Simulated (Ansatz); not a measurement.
Cl₂H₂S₂Ti, SMILES `[SH][Ti]([SH])([Cl])[Cl]`, relaxed with RKS PBE0-D4/def2-TZVP in Ansatz from a GFN2-xTB geometry. The force threshold is 0.005 eV/Å; the program also tests the step.

Total charge 0; spin multiplicity 1.

Start:

```xyz
7

S    -0.240    1.436    1.354
Ti    0.143   -0.535    0.242
S    -0.126   -0.042   -1.986
Cl    2.130   -1.168    0.579
Cl   -1.311   -1.949    0.835
H     0.840    2.044    0.838
H    -1.437    0.215   -1.863
```

(1) By how much does the energy fall, and how many steps does the optimiser take? (Best estimate.)

(2) Which bonds change most? (Best estimate.)

(3) Give the relaxed structure. (Best estimate.)

Results:

(1) The calculation gave: 2.69 kcal/mol, in 5 steps.

(2) Computed: Ti2–Cl5 from 2.113 to 2.172 Å; Ti2–Cl4 from 2.113 to 2.172 Å; Ti2–S3 from 2.297 to 2.264 Å; S1–Ti2 from 2.296 to 2.264 Å.

(3) Ansatz gave: 
```xyz
7

S    -0.278    1.363    1.395
Ti    0.142   -0.542    0.246
S    -0.052   -0.100   -1.966
Cl    2.197   -1.206    0.482
Cl   -1.372   -1.934    0.942
H     0.654    2.020    0.675
H    -1.291    0.399   -1.772
```
